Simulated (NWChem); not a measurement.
System: SbF5; SMILES [F][Sb]([F])([F])([F])[F]

Here is an NWChem input.

```
start job
memory heap 200 mb stack 900 mb global 1100 mb
geometry units angstroms noautoz
  Sb    -0.000469    -0.000280     0.000000
  F      0.000921     0.000798     1.893773
  F      0.000921     0.000798    -1.893773
  F      1.820455     0.484594     0.000000
  F     -1.334907     1.330105     0.000000
  F     -0.492061    -1.819284     0.000000
end
basis spherical
  Sb library def2-svp
  F library def2-svp
end
ecp
  Sb library def2-ecp
end
dft
  xc scan
  grid xcoarse
  iterations 150
  mulliken
end
task dft gradient
```

Parts of the log:

```
             Northwest Computational Chemistry Package (NWChem) 7.3.0
             --------------------------------------------------------

 CS  symmetry detected

                             Geometry "geometry" -> ""
                             -------------------------

 Output coordinates in angstroms (scale by  1.889725989 to convert to a.u.)

  No.       Tag          Charge          X              Y              Z
 ---- ---------------- ---------- -------------- -------------- --------------
    1 Sb                  51.0000     0.00022847     0.00013246     0.00000000
    2 F                    9.0000     0.00169427     0.00110488    -1.89377300
    3 F                    9.0000     0.00169427     0.00110488     1.89377300
    4 F                    9.0000     1.85198461     0.34922587     0.00000000
    5 F                    9.0000    -1.23233110     1.42542048     0.00000000
    6 F                    9.0000    -0.62433670    -1.77760672     0.00000000

 Effective nuclear repulsion energy (a.u.)     790.2068176971

      Symmetry information
      --------------------

 Group name             Cs
 Group number              2
 Group order               2
 No. of unique centers     5

                                 NWChem DFT Module
                                 -----------------

 Summary of "ao basis" -> "ao basis" (spherical)
 ------------------------------------------------------------------------------
       Tag                 Description            Shells   Functions and Types
 ---------------- ------------------------------  ------  ---------------------
 Sb                         def2-svp                10       26   4s4p2d
 F                          def2-svp                 6       14   3s2p1d

      Symmetry analysis of basis
      --------------------------

        a'         62
        a"         34

            General Information
            -------------------
          SCF calculation type: DFT
          Wavefunction type:  closed shell.
          No. of atoms     :     6
          No. of electrons :    68
           Alpha electrons :    34
            Beta electrons :    34
          Charge           :     0
          Spin multiplicity:     1
          Use of symmetry is: on ; symmetry adaption is: on
          Maximum number of iterations: 150
          AO basis - number of functions:    96
                     number of shells:    40
          Convergence on energy requested:  1.00D-06
          Convergence on density requested:  1.00D-05
          Convergence on gradient requested:  5.00D-04

              XC Information
              --------------
                         SCAN Method XC Functional
                  SCAN metaGGA Exchange Functional  1.000
                        SCAN Correlation Potential  1.000

             Grid Information
             ----------------
          Grid used for XC integration:  xcoarse
          Radial quadrature: Mura-Knowles
          Angular quadrature: Lebedev.
          Tag              B.-S. Rad. Rad. Pts. Rad. Cut. Ang. Pts.
          ---              ---------- --------- --------- ---------
          Sb                  1.45       84           5.0       194
          F                   0.50       21           8.0       194
          Grid pruning is: on
          Number of quadrature shells:   168
          Spatial weights used:  Erf1

      Superposition of Atomic Density Guess
      -------------------------------------

 Sum of atomic energies:        -774.07487119

      Non-variational initial energy
      ------------------------------

 Total energy =    -735.875866
 1-e energy   =   -1987.487804
 2-e energy   =     814.547111
 HOMO         =      -0.618055
 LUMO         =      -0.132498

      Symmetry analysis of molecular orbitals - initial
      -------------------------------------------------

  Numbering of irreducible representations:

     1 a'          2 a"

  Orbital symmetries:

     1 a'          2 a'          3 a'          4 a"          5 a'
     6 a'          7 a"          8 a'          9 a'         10 a'
    11 a'         12 a'         13 a'         14 a"         15 a"
    16 a"         17 a'         18 a'         19 a'         20 a'
    21 a"         22 a'         23 a'         24 a"         25 a"
    26 a'         27 a'         28 a'         29 a'         30 a'
    31 a"         32 a'         33 a"         34 a"         35 a'
    36 a'         37 a'         38 a"         39 a'         40 a'
    41 a'         42 a"         43 a"         44 a"

     ---------------------------------------------
      Total Density - Mulliken Population Analysis
     ---------------------------------------------

    Atom       Charge   Shell Charges
 -----------   ------   -------------------------------------------------------
    1 Sb  23    19.92   2.10 -0.10  0.64  0.08  2.99  3.01  0.69  0.22  9.83  0.45
    2 F    9     9.63   1.99  1.14  0.80  3.48  2.20  0.00
    3 F    9     9.63   1.99  1.14  0.80  3.48  2.20  0.00
    4 F    9     9.61   1.99  1.14  0.81  3.47  2.20  0.00
    5 F    9     9.61   1.99  1.14  0.81  3.47  2.20  0.00
    6 F    9     9.61   1.99  1.14  0.81  3.47  2.20  0.00

   convergence    iter        energy       DeltaE   RMS-Dens  Diis-err
 ---------------- ----- ----------------- --------- --------- ---------
 d= 0,ls=0.0,diis     1   -738.7934100075 -1.18D+03  3.61D-02  1.87D+00
 d= 0,ls=0.0,diis     2   -738.3478464748  4.46D-01  1.96D-02  7.38D+00
 d= 0,ls=0.0,diis     3   -739.0296655260 -6.82D-01  2.04D-03  3.06D-02
 d= 0,ls=0.0,diis     4   -739.0306896702 -1.02D-03  1.30D-03  2.12D-02
 d= 0,ls=0.0,diis     5   -739.0318991446 -1.21D-03  5.13D-04  7.56D-03
  Resetting Diis
 d= 0,ls=0.0,diis     6   -739.0325681933 -6.69D-04  3.17D-05  1.52D-05
 d= 0,ls=0.0,diis     7   -739.0325693805 -1.19D-06  5.68D-06  1.36D-07
 d= 0,ls=0.0,diis     8   -739.0325693633  1.72D-08  3.95D-06  3.22D-07

         Total DFT energy =     -739.032569363334
      One electron energy =    -1985.795421814195
           Coulomb energy =      881.492565939842
    Exchange-Corr. energy =      -71.794540879933
 Nuclear repulsion energy =      437.064827390952

 Numeric. integr. density =       67.993871236630

                  Occupations of the irreducible representations
                  ----------------------------------------------

                     irrep           alpha         beta
                     --------     --------     --------
                     a'               23.0         23.0
                     a"               11.0         11.0

                       DFT Final Molecular Orbital Analysis
                       ------------------------------------

 Vector   32  Occ=2.000000D+00  E=-3.962225D-01  Symmetry=a'
              MO Center= -2.7D-02,  1.9D-02,  1.3D-14, r^2= 4.0D+00
   Bfn.  Coefficient  Atom+Function         Bfn.  Coefficient  Atom+Function
  ----- ------------  ---------------      ----- ------------  ---------------
    30      0.372648  2 F  px                44      0.372648  3 F  px
    33     -0.263395  2 F  px                47     -0.263395  3 F  px
    31      0.229123  2 F  py                45      0.229123  3 F  py
    34     -0.161974  2 F  py                48     -0.161974  3 F  py
    58      0.126051  4 F  px                87      0.125529  6 F  py

 Vector   33  Occ=2.000000D+00  E=-3.835745D-01  Symmetry=a"
              MO Center= -2.8D-01, -2.0D-01, -6.9D-14, r^2= 3.9D+00
   Bfn.  Coefficient  Atom+Function         Bfn.  Coefficient  Atom+Function
  ----- ------------  ---------------      ----- ------------  ---------------
    31      0.381840  2 F  py                45     -0.381840  3 F  py
    88     -0.328935  6 F  pz                34     -0.263305  2 F  py
    48      0.263305  3 F  py                74      0.254756  5 F  pz
    91      0.229877  6 F  pz                77     -0.177979  5 F  pz
    60      0.076292  4 F  pz                63     -0.053286  4 F  pz

 Vector   34  Occ=2.000000D+00  E=-3.834204D-01  Symmetry=a"
              MO Center=  2.8D-01,  2.1D-01, -9.6D-14, r^2= 3.9D+00
   Bfn.  Coefficient  Atom+Function         Bfn.  Coefficient  Atom+Function
  ----- ------------  ---------------      ----- ------------  ---------------
    30      0.381636  2 F  px                44     -0.381636  3 F  px
    60      0.337701  4 F  pz                33     -0.263137  2 F  px
    47      0.263137  3 F  px                63     -0.235864  4 F  pz
    74     -0.234334  5 F  pz                77      0.163673  5 F  pz
    88     -0.102419  6 F  pz                91      0.071553  6 F  pz

 Vector   35  Occ=0.000000D+00  E=-2.033615D-01  Symmetry=a'
              MO Center=  2.3D-03,  1.3D-03,  6.4D-15, r^2= 3.0D+00
   Bfn.  Coefficient  Atom+Function         Bfn.  Coefficient  Atom+Function
  ----- ------------  ---------------      ----- ------------  ---------------
     3      0.850168  1 Sb s                  4      0.472000  1 Sb s
     1     -0.334855  1 Sb s                 32      0.262511  2 F  pz
    46     -0.262511  3 F  pz                 2     -0.259040  1 Sb s
    58     -0.258367  4 F  px                87      0.247147  6 F  py
    61      0.227297  4 F  px                90     -0.217530  6 F  py

[...]

                         DFT ENERGY GRADIENTS

    atom               coordinates                        gradient
                 x          y          z           x          y          z
   1 Sb      0.000432   0.000250   0.000000   -0.000520  -0.000540   0.000000
   2 F       0.003202   0.002088  -3.578712    0.000061  -0.000004  -0.000249
   3 F       0.003202   0.002088   3.578712    0.000061  -0.000004   0.000249
   4 F       3.499743   0.659941   0.000000    0.000168   0.000029   0.000000
   5 F      -2.328768   2.693654   0.000000    0.000059   0.000113   0.000000
   6 F      -1.179825  -3.359190   0.000000    0.000171   0.000406   0.000000
```

Level: SCAN/def2-SVP with def2 effective core potentials on Sb. Structure relaxed at the PBE0/def2-SVP level. def2 effective core potentials on Sb; no spin-orbit coupling.
